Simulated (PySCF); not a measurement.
(Cl2In-mu-F)2.
Bonds: In1–Cl2, In1–Cl3, In1–F4, In1–F8, F4–In5, In5–Cl6, In5–Cl7, In5–F8.

Computed by this run: PySCF, PBE0-D3(BJ)/def2-SVP geometry optimisation, gas phase, def2 core potentials past Kr; density fitting, grid level 1; the optimiser is geomeTRIC in internal coordinates, started from a GFN2-xTB structure with every atom displaced at random (about 0.03 Å).

At the end of the run (lengths in Å): In1–F8 2.112, In1–F4 2.113, F4–In5 2.113, In5–F8 2.114, In5–Cl6 2.304, In1–Cl2 2.305, In5–Cl7 2.305, Cl2–In1–Cl3 130.9°, Cl3–In1–F8 108.4°, Cl2–In1–F4 109.5°, In1–F4–In5 104.1°, Cl2–In1–F4–In5 107°, Cl2–In1–F8–In5 -106°, In1–F4–In5–Cl6 -105°.

Task: These geometries were met on the way; a selection of coordinates is given. Order them by energy above the end point, lowest first.
A. In1–F8 2.167, In1–F4 2.140, F4–In5 2.148, In5–F8 2.102, In5–Cl6 2.304, In1–Cl2 2.301, In5–Cl7 2.309, Cl2–In1–Cl3 141.4°, Cl3–In1–F8 100.6°, Cl2–In1–F4 105.8°, In1–F4–In5 102.5°, Cl2–In1–F4–In5 104°, Cl2–In1–F8–In5 -99°, In1–F4–In5–Cl6 -100°
B. In1–F8 2.102, In1–F4 2.099, F4–In5 2.109, In5–F8 2.104, In5–Cl6 2.310, In1–Cl2 2.310, In5–Cl7 2.314, Cl2–In1–Cl3 138.7°, Cl3–In1–F8 101.6°, Cl2–In1–F4 107.0°, In1–F4–In5 103.5°, Cl2–In1–F4–In5 106°, Cl2–In1–F8–In5 -103°, In1–F4–In5–Cl6 -101°
C. In1–F8 2.307, In1–F4 2.288, F4–In5 2.263, In5–F8 2.196, In5–Cl6 2.226, In1–Cl2 2.235, In5–Cl7 2.296, Cl2–In1–Cl3 143.4°, Cl3–In1–F8 99.8°, Cl2–In1–F4 107.7°, In1–F4–In5 101.9°, Cl2–In1–F4–In5 98°, Cl2–In1–F8–In5 -102°, In1–F4–In5–Cl6 -100°
D. In1–F8 2.108, In1–F4 2.126, F4–In5 2.113, In5–F8 2.128, In5–Cl6 2.306, In1–Cl2 2.310, In5–Cl7 2.310, Cl2–In1–Cl3 130.9°, Cl3–In1–F8 107.2°, Cl2–In1–F4 110.4°, In1–F4–In5 104.8°, Cl2–In1–F4–In5 109°, Cl2–In1–F8–In5 -110°, In1–F4–In5–Cl6 -106°
E. In1–F8 2.103, In1–F4 2.111, F4–In5 2.110, In5–F8 2.117, In5–Cl6 2.309, In1–Cl2 2.313, In5–Cl7 2.314, Cl2–In1–Cl3 136.0°, Cl3–In1–F8 103.0°, Cl2–In1–F4 107.2°, In1–F4–In5 104.1°, Cl2–In1–F4–In5 109°, Cl2–In1–F8–In5 -104°, In1–F4–In5–Cl6 -103°

Result: D (0.010 eV), E (0.031 eV), B (0.060 eV), A (0.109 eV), C (0.641 eV).

| step | E above end (eV) | rms distance from the end, all atoms (Å) | largest force (eV/Å) | rms shift of all bonds from the end (Å) |
| --- | --- | --- | --- | --- |
| 4 | 0.010 | 0.061 | 0.196 | 0.008 |
| 3 | 0.031 | 0.132 | 0.152 | 0.007 |
| 2 | 0.060 | 0.154 | 0.258 | 0.009 |
| 1 | 0.109 | 0.167 | 0.792 | 0.025 |
| 0 | 0.641 | 0.152 | 3.120 | 0.116 |

Rows stand in the order of the answer.
